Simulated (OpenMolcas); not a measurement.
## What dynamic correlation does to the levels of neutral iron

```
Program             : OpenMolcas 26.06
Basis               : ANO-RCC-VDZP [5s4p2d1f]
Scalar Hamiltonian  : DKH2, point nucleus
Active space        : 6 electrons in 5 orbitals (3d)
State averaging     : 2S+1 = 5 even, 5 roots; 2S+1 = 3 even, 45 roots; 2S+1 = 1 even, 50 roots (35 in the spin-orbit step)
Spin-orbit coupling : RASSI with atomic mean-field integrals over the reference wave functions, term energies averaged over their components
```

Methods on the same reference wave functions:
A. CASSCF
B. SS-CASPT2, IPEA 0.25 Eh, imaginary shift 0.1 Eh (closed shells correlated: 3s 3p 4s)
C. MS-CASPT2, IPEA 0.25 Eh, imaginary shift 0.1 Eh (closed shells correlated: 3s 3p 4s)

Energies in cm⁻¹ above 3d⁶ 4s² ⁵D₄, the measured ground level; measured values from NIST Handbook of Basic Atomic Spectroscopic Data.

```
         Level      A      B      C  Measured
   3d⁶ 4s² ⁵D₄    0.0    0.0    0.0       0.0
   3d⁶ 4s² ⁵D₃    432    434    434       416
   3d⁶ 4s² ⁵D₂    739    738    738       704
   3d⁶ 4s² ⁵D₁    938    933    933       888
   3d⁶ 4s² ⁵D₀   1035   1029   1029       978
   3d⁶ 4s² ³H₆  21679  20150  20150     19390
   3d⁶ 4s² ³H₅  21906  20360  20360     19621
   3d⁶ 4s² ³H₄  22078  20510  20510     19788
3d⁶ 4s² ³P₂(1)  23716  18350  18350     18378
3d⁶ 4s² ³F₄(1)  24830  21080  21070     20641
3d⁶ 4s² ³P₁(1)  24972  19610  19610     19552
3d⁶ 4s² ³F₃(1)  25066  21280  21280     20874
3d⁶ 4s² ³F₂(1)  25241  21430  21430     21039
3d⁶ 4s² ³P₀(1)  25509  20150  20150     20038
   3d⁶ 4s² ³G₅  27399  24740  24740     23784
   3d⁶ 4s² ³G₄  27799  25110  25110     24119
   3d⁶ 4s² ³G₃  27980  25290  25290     24339
   3d⁶ 4s² ¹I₆  32619  30610  30610     29313
   3d⁶ 4s² ¹G₄  34385  31040  31040     29799
   3d⁶ 4s² ³D₁  35478  30890  30890     29320
   3d⁶ 4s² ³D₂  35511  30900  30900     29357
   3d⁶ 4s² ³D₃  35626  31030  31030     29372
   3d⁶ 4s² ¹S₀  39969  34250  34250          
   3d⁶ 4s² ¹D₂  42844  35910  35910     34637
```

Deviations, from unrounded energies. A percentage is the sum of absolute deviations over the sum of measured energies, with the sign that they share, or ± where signs differ.

```json
{"Against measurement": "mean absolute deviation (cm-1)", "Levels": "22", "A": "3700", "B": "690", "C": "690"}
{"Against measurement": "fine structure of the ground term (%)", "Levels": "4", "A": "+5.3", "B": "+5.0", "C": "+5.0"}
{"Against measurement": "other terms of the ground configuration (%)", "Levels": "18", "A": "+18.8", "B": "±3.5", "C": "±3.5"}
```

B, C lie about equally close to measurement and A furthest from it. The largest miss of C in the table is 3d⁶ 4s² ³D₃, by +1700 cm-1. The ranking rests on the paired levels alone, and a cruder setting can come out closer through cancelling errors.

Between B and C the level of the table that moves most is 3d⁶ 4s² ³F₄(1), by 10 cm-1 (lowest in C, highest in B). Moves below CASPT2's spread within the term are not significant.

The two smallest mean deviations differ by little beside CASPT2's spread within terms, so their order carries little weight.

From A to B the spin-free energies of the other terms of 3d⁶ 4s² shown, above ⁵D, scale by factors of 0.78 to 0.94, as is usual when dynamic correlation screens the repulsion within a d or f shell.

The lowest spin-free term lies below A's lowest term by 0.397 hartree in B, 0.397 hartree in C.

Term energies are means over components that CASPT2 splits; among the terms shown or strongly mixed into the levels shown the widest spread is 1400 cm-1 (3d⁶ 4s² ¹I, C). Some high roots are left out of the spin-orbit mixing, which shifts the levels that they would mix with. With the s shell closed, the reference lacks s² → p², s² → d² and s → d mixing, so excited terms can stand far too high and out of order, with CASPT2 too. The CASPT2 spread within a term exceeds the gap to the next term for 3d⁶ 4s² ¹G and 3d⁶ 4s² ³D, so the order of their levels is uncertain (figures for B; the like holds for C). Without dynamic correlation excited terms often stand tens of per cent too high (terms of higher spin than the ground term too low), and those without a measured partner can miss by more than the paired ones (holds for A). Some levels mix across a computed gap that differs much from the measured one, so their mixing is not that of the real levels (holds for B; C). Computed and measured levels are paired by configuration, term and J; levels that our copy of the source lacks, or whose pairing is in doubt (as where it misses far off the trend of its configuration), stay unpaired and out of the deviations. Levels of configurations outside the active space are missing. The table leaves out levels that lie high or whose names do not pair safely across all columns.

A number in round brackets counts repeated terms of one configuration in the order of the reference energies.
